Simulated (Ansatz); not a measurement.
`[BH2][Ga]([OH])[F]`, charge 0, multiplicity 1.

Task: Give a relaxed structure at PBE0-D4/def2-TZVP (the Gaussian-basis code of Ansatz). (Best estimate.)

Result: Ansatz gave: 
Z-matrix (Å, degrees):
```
B
Ga 1 2.071
H 1 1.193 2 120.8
H 1 1.193 2 120.8 3 179.4
O 2 1.779 1 127.6 3 90.5
F 2 1.768 1 121.3 3 -89.6
H 5 0.961 2 112.8 1 180.0
```
Point group Cs.
